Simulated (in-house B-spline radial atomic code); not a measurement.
Configurations of Cr2+, with energies counted from [Ar] 3d4. Level of theory: non-relativistic PBE0, spin-polarised, spherical fractional occupations, point nucleus; calculated with an all-electron radial atomic-structure program (B-spline basis). Shells without spins written out take the highest spin.

Caution: exact exchange at fractional occupations of open shells leaves self-interaction of up to several eV.

Occupations are held fixed; configurations that lie above the ionisation limit could autoionise.

| configuration | E - E(ref) (eV) | highest orbital | its <r> (bohr) |
| --- | --- | --- | --- |
| [Ar] 3d(3 up, 1 down) | 5.7805 | 3d down | 1.278 |
| [Ar] 3d3 4p1 | 14.399 | 4p up | 3.021 |
| [Ar] 3d3 4f1 | 25.763 | 4f up | 5.924 |
| [Ar] 3d(2 up, 1 down) 4f(1 up, 0 down) | 30.075 | 4f up | 5.933 |
| [Ne] 3s2 3p5 3d4 4s1 | 48.402 | 4s up | 2.55 |
| [Ne] 3s2 3p5 3d4 4f1 | 66.233 | 4f up | 5.907 |

(1) Order these further configurations by energy, lowest first.
A. [Ne] 3s2 3p5 3d5
B. [Ne] 3s2 3p(3 up, 2 down) 3d(1 up, 3 down) 4f(1 up, 0 down)
C. [Ne] 3s2 3p5 3d4 4d1
D. [Ne] 3s2 3p(2 up, 3 down) 3d(4 up, 0 down) 4s(0 up, 1 down)
E. [Ar] 3d3 4s1

(2) How far above the reference does [Ar] 3d(0 up, 3 down) 4d(0 up, 1 down) lie?

(3) How far above the reference does [Ne] 3s2 3p5 3d4 4p1 lie?

Results:

(1) E (8.2014 eV), A (37.95 eV), D (55.583 eV), C (61.984 eV), B (77.441 eV).

(2) 21.613 eV; its least bound orbital is 4d down with <r> = 4.27 bohr.

(3) 54.686 eV; its least bound orbital is 4p up with <r> = 2.991 bohr.
